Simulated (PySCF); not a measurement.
SMILES [Ti](=[O])=[O] (O2Ti) at its PBE0/def2-SVP optimised geometry (Å):

```
3

Ti    -0.5281    -0.7578     0.0000
O     -1.0875     0.7578     0.0000
O      1.0875    -0.7578     0.0000
```

Calculation: PBE0/def2-TZVP (PySCF 2.14.0). Cells within 0.4 Å of a nucleus heavier than hydrogen are left out (blank, or x).

Map of the log10 of the electron density (e/bohr³), floored at −4 on the plane z = 0.0 Å:

```
|000000000000000000000000000|
|000000000000000000000000000|
|000000000000000000000000000|
|000000111111100000000000000|
|000001222332211000000000000|
|000112334443321100000000000|
|000123455555432100000000000|
|001234566666543210000000000|
|001245678887654321110000000|
|012345689x98654332221100000|
|01234578xxx8764433332210000|
|01234578xxx8765444443321000|
|012345678988765566554332100|
|012345677888766677765432100|
|012234567899987788876543100|
|0012345679xxx988xxx87543200|
|0012334679xxx988xxx87543200|
|00012345789x98789x986543200|
|000122346789877788876532100|
|000012345677766667665432100|
|000001233455555555554321000|
|000000122334444444443211000|
|000000011223333333322110000|
|000000001112222222211000000|
|000000000001111111100000000|
|000000000000000000000000000|
|000000000000000000000000000|
```
Scale: ten equal steps from -4.00 (start of '0') to 0.131 (end of '9'), in the order '0123456789'; x runs from -3.50 to 3.50, y from -3.50 (bottom) to 3.50 (top).
